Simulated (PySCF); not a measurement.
**Two-component Hartree-Fock for S⁶⁺ (sulfur, charge +6)**

Start: [Ne]. Calculated with PySCF 2.14 in an even-tempered Gaussian basis (19 s from 0.6 bohr⁻², ratio 2.4; 12 p from 0.78 bohr⁻², ratio 2.4; 5 d from 6.3 bohr⁻², ratio 2.6; 5 f from 9.5 bohr⁻², ratio 2.6): generalised Hartree-Fock with the X2C-1e Hamiltonian and a Gaussian nucleus; one run each with spin-orbit coupling (SO) switched off, then screened by Boettger's factors.

```json
{"spinor shell": "1s1/2", "electrons": "2", "ε, spin-free (eV)": "-2617.8", "ε, screened SO (eV)": "-2617.8", "weight of nominal j (screened SO)": "1.000", "rms radius, screened SO (bohr)": "0.112"}
{"spinor shell": "2s1/2", "electrons": "2", "ε, spin-free (eV)": "-346.61", "ε, screened SO (eV)": "-346.61", "weight of nominal j (screened SO)": "1.000", "rms radius, screened SO (bohr)": "0.513"}
{"spinor shell": "2p1/2", "electrons": "2", "ε, spin-free (eV)": "-282.95", "ε, screened SO (eV)": "-283.86", "weight of nominal j (screened SO)": "1.000", "rms radius, screened SO (bohr)": "0.483"}
```

**Question.** Where does 2p3/2 lie, and what is the 2p spin-orbit splitting (screened SO)?

**Answer.** At -282.50 eV, 1.363 eV above 2p1/2.

```csv
quantity,spin-free,screened SO
E (hartree),-388.63422,-388.63494
M_J,0,0
⟨J²⟩,0.000,0.000
⟨L²⟩,0.000,0.000
⟨S²⟩,0.000,0.000
```

Without spin-orbit coupling the j labels of p, d and f shells carry no meaning; the spin-free column gives the mean over the occupied spinors of each nl shell.
